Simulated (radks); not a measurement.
The hydrogen anion H-, [He], held by a Watson sphere: a shell of charge +1 at radius R that stands for the Madelung well of a crystal (potential energy -1/R inside, -1/r outside, in hartree with lengths in bohr). All-electron calculation, non-relativistic Kohn-Sham, PBE, spin-polarised, spherical densities, point nucleus. Program: a radial shooting solver on a logarithmic mesh with Libxc functionals. Response by self-consistent Sternheimer equations with the Hartree and adiabatic LDA kernel. The sphere does not respond.

R (bohr)  e(1s) (eV)  <r> 1s (bohr)  sum of <r^2> (bohr^2)  X-ray form factor at sin(theta)/lambda = 0.3 1/angstrom  alpha (bohr^3)
1.66          -7.678          1.679                  7.484                                                    0.387           11.61
1.86          -7.167          1.752                  8.160                                                    0.355           13.76
1.88          -7.119          1.759                  8.227                                                    0.352           13.98
3.01          -5.077          2.078                  11.78                                                    0.278           29.62
3.3           -4.699          2.141                  12.60                                                    0.272           34.54
